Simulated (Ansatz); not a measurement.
Born–Oppenheimer molecular dynamics of FH3O3Zr (8 atoms, charge 0, multiplicity 1). It starts from a relaxed structure.

Computed with Ansatz, RKS B3LYP/def2-SVP.

```
ensemble                      : NVE (velocity Verlet)
time step                     : 0.5 fs
steps asked                   : 166
starting velocities drawn for : 300 K
seed                          : 327550
```

First frame:

```xyz
8
Properties=species:S:1:pos:R:3
Zr -0.222 -0.260 -0.036
O -0.372 -0.245 1.887
H -0.412 -0.160 2.841
O 1.633 -0.285 -0.568
H 2.565 -0.233 -0.784
O -1.125 1.269 -0.793
H -1.528 2.073 -1.121
F -1.070 -1.861 -0.703
```

Question: How far do the bonds stretch over the last three quarters of this one trajectory? (Pairs bonded in most of those frames.)

Answer: 
| bond | mean (Å) | spread (Å) | shortest | longest |
| --- | --- | --- | --- | --- |
| Zr1–O2 | 1.942 | 0.025 | 1.90 | 1.98 |
| Zr1–O4 | 1.941 | 0.024 | 1.90 | 1.98 |
| Zr1–O6 | 1.935 | 0.022 | 1.90 | 1.97 |
| Zr1–F8 | 1.937 | 0.027 | 1.90 | 1.98 |
| O2–H3 | 0.962 | 0.003 | 0.96 | 0.97 |
| O4–H5 | 0.960 | 0.010 | 0.94 | 0.98 |
| O6–H7 | 0.960 | 0.011 | 0.94 | 0.98 |

Mean temperature of the second half: 153 K. The conserved energy stayed within 0.065 meV per atom of its start (net change 0.029 meV per atom), so the integration is sound. Over the second half the temperature averaged 0.51 of the 300 K drawn at the start: a run that starts near a minimum puts about half its kinetic energy into the potential. A run of 0.083 ps of so small a system gives no equilibrium averages.

The run took 4.9 min on 2 threads of Intel(R) Xeon(R) 6975P-C (Granite Rapids), with other jobs on the host, peak memory 0.23 GiB.
